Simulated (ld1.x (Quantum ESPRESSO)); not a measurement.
## What one change does to a pseudopotential (Ge, ultrasoft)

ld1.x (Quantum ESPRESSO) 7.5 input, shortened:

```
&input
   title='Ge', zed=32., rel=1, dft='REVPBE', iswitch=3,
   config='[Ar] 3d10 4s2 4p1 4d-2'
 /
 &inputp
   pseudotype=3, tm=.true., lloc=-1, rcloc=1.95,
   nlcc=.true., new_core_ps=.true.,
   which_augfun='PSQ', rmatch_augfun=1.40
 /
5
4S  1  0   2.00   0.00  1.55  1.85  0.0
4S  1  0   0.00   0.20  1.55  1.85  0.0
4P  2  1   1.00   0.00  1.85  2.05  0.0
4P  2  1   0.00   0.50  1.85  2.05  0.0
4D  3  2  -2.00   0.40  1.60  1.75  0.0
 &test
   configts(1)='4s2 4p1'
 /
```

All-electron outer shells of the reference configuration (revPBE, scalar-relativistic, ld1.x):

| shell | level (eV) | outermost node (bohr) | outermost maximum (bohr) |
| --- | --- | --- | --- |
| 4s | -19.78 | 0.77 | 1.71 |
| 4p | -11.18 | 0.82 | 2.08 |

Change: local potential all-electron potential smoothed inside 1.06 bohr (lloc = -1).

Cutoffs: the cutoffs (Ry, on a coarse ladder) from which the occupation-weighted sum of valence levels, in a spherical-Bessel basis at the reference potential, stays within 10 and 1 mRy of its value at 400 Ry; they do not see the model core or the augmentation charge, which bear on the density cutoff. Errors are all-electron minus pseudo energies relative to the spin-unpolarised reference configuration.

Question: How do hardness, ghosts and transferability respond?

Answer: Both files are so soft that the ladder of cutoffs tells neither apart; a bound ghost appears in s, which as a rule spoils a file; the errors of the 7 common tests hardly move. A state that the projectors do not describe sees the local part alone, so a deeper or shallower local part can create or remove a ghost.

```csv
quantity,base,changed
"cutoff, loose",8 Ry,8 Ry
"cutoff, tight",12 Ry,12 Ry
bound ghosts,none,s
"error for 4s2 4p2, meV [ΔE -7.39 eV]",-4.5,-4.5
"error for 4s2 4p0, meV [ΔE 15.35 eV]",-25,-26
"error for 4s1 4p0, meV [ΔE 49.97 eV]",-244,-245
"error for 4s1 4p3, meV [ΔE 0.55 eV]",-3.6,-3.6
"error for 4s2 4p1.5, meV [ΔE -4.61 eV]",-1.4,-1.5
"error for 4s2 4p2.3, meV [ΔE -8.26 eV]",-5.9,-5.9
"error for 4s1 4p2, meV [ΔE 8.70 eV]",-13,-13
s: phases at 2.26 bohr within 0.05 rad from the reference energy up to (Ry; the scan ends near 5),4.2,to the end of the scan
p: phases at 2.26 bohr within 0.05 rad from the reference energy up to (Ry; the scan ends near 5),5.0,4.5
d: phases at 2.26 bohr within 0.05 rad from the reference energy up to (Ry; the scan ends near 5),1.1,1.0
lowest overlap eigenvalue by channel,"s 0.40, p 0.65, d 1.00","s 0.27, p 0.50, d 1.00"
```

 A true bound ghost makes a file unfit for plane-wave use even where its test errors are small: the radial tests pick states by their node count and pass the ghost by.
